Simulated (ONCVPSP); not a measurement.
## What one change does to a pseudopotential (tungsten (W), ONCV)

W, optimised norm-conserving Vanderbilt (ONCV), made with ONCVPSP 4.0.1 (LDA (Perdew-Wang 92), scalar-relativistic). Core [Kr] 4d10 4f14, reference 5s2 5p6 5d4 6s2. Waves: 5s+6s: rc 1.80 bohr, ncon 4, nbas 7, qcut 7.5 1/bohr, 2 projectors; 5p: rc 1.75 bohr, ncon 5, nbas 9, qcut 8.3 1/bohr, 2 projectors, debl 3 Ha; 5d: rc 2.25 bohr, ncon 4, nbas 8, qcut 7.3 1/bohr, 2 projectors, debl 0.6 Ha. Local part: polynomial inside 1.55 bohr (lpopt 5, dvloc0 0 Ha). Core correction: none.

All-electron outer shells of the reference configuration (LDA (PZ), scalar-relativistic, ld1.x):

| shell | level (eV) | outermost node (bohr) | outermost maximum (bohr) |
| --- | --- | --- | --- |
| 5s | -79.30 | 0.53 | 0.96 |
| 5p | -43.38 | 0.57 | 1.09 |
| 4f | -33.46 | – | 0.43 |
| 6s | -5.91 | 1.28 | 2.64 |
| 5d | -4.68 | 0.63 | 1.50 |

Change: p: qcut 5.4.

Cutoffs: the cutoffs (Ha) at which the residual kinetic energy of the hardest occupied pseudo-wave falls to 1 and 0.1 mHa per electron; they do not see the model core or the augmentation charge, which bear on the density cutoff. Errors are all-electron minus pseudo energies relative to the spin-unpolarised reference configuration.

Predict the effect on cutoff, ghosts and configuration errors.

The potential gets neither clearly harder nor softer (25 Ha and 29 Ha → 18 Ha and 74 Ha); the s channel sets the loose cutoff, while the largest relative change is in p, which becomes softer; of the 4 tests that both files solve, the error grows in 0 and shrinks in 1 by more than 15 % and 0.3 meV (median size 4.3 → 4.4 meV); neither file shows a bound ghost.

| quantity | base | changed |
| --- | --- | --- |
| cutoff, loose | 25 Ha | 18 Ha |
| cutoff, tight | 29 Ha | 74 Ha |
| loose cutoff by channel | s 18 Ha, p 25 Ha, d 15 Ha | s 18 Ha, p 12 Ha, d 15 Ha |
| bound ghosts | none | none |
| GHOST(+) flags under 300 eV | s at 273.4 eV | s at 273.4 eV |
| error for 5s2 5p6 5d4 6s1, meV [ΔE 9.13 eV] | -2.7 | -2.7 |
| error for 5s2 5p6 5d4 6s0, meV [ΔE 25.14 eV] | -6.0 | -6.1 |
| error for 5s2 5p6 5d3 6s0, meV [ΔE 50.85 eV] | -14 | -13 |
| error for 5s2 5p6 5d4 6s0 6p2, meV [ΔE 9.43 eV] | -1.6 | -1.2 |
| s: phases at 1.83 bohr within 0.05 rad from the reference energy up to (Ha; the scan ends near 5) | to the end of the scan | to the end of the scan |
| p: phases at 1.77 bohr within 0.05 rad from the reference energy up to (Ha; the scan ends near 5) | to the end of the scan | to the end of the scan |
| d: phases at 2.28 bohr within 0.05 rad from the reference energy up to (Ha; the scan ends near 5) | to the end of the scan | to the end of the scan |
